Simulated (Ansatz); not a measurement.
CH4BFO (`OBCF`). Charge 0, multiplicity 1.

Z-matrix (Å, degrees):
```
C
B 1 1.572
F 1 1.389 2 112.6
H 1 1.098 2 110.8 3 -121.2
H 1 1.098 2 110.7 3 121.1
O 2 1.352 1 116.8 3 179.8
H 2 1.200 1 122.0 3 -0.2
H 6 0.960 2 113.6 1 180.0
```

(1) What are the harmonic wavenumbers in cm⁻¹ at PBE0-D4/def2-TZVP (Ansatz, finite differences of forces, unscaled)? (An estimate is asked.)

(2) Is this a minimum?

(3) Give the ideal-gas thermochemistry at 298.15 K and 1 bar (rigid rotor, harmonic oscillator; point group Cs, symmetry number 1).

(4) Rotational constants (cm⁻¹)?

Answers

(1) The calculation gave: 87, 260, 446, 493, 725, 894, 991, 1007, 1091, 1195, 1251, 1300, 1441, 1454, 2599, 3023, 3063, 3893.

(2) Yes, all 18 modes are real.

(3) Zero-point energy 150.8 kJ/mol; H(298) − E = 166.1 kJ/mol; entropy 292.9 J/(mol·K), of which translation 160.3, rotation 100.5, vibration 32.2; G(298) − E = 78.7 kJ/mol. Modes under 100 cm⁻¹ are hindered rotations or soft bends, so the harmonic entropy is rough.

(4) 1.249, 0.1244, 0.1156.
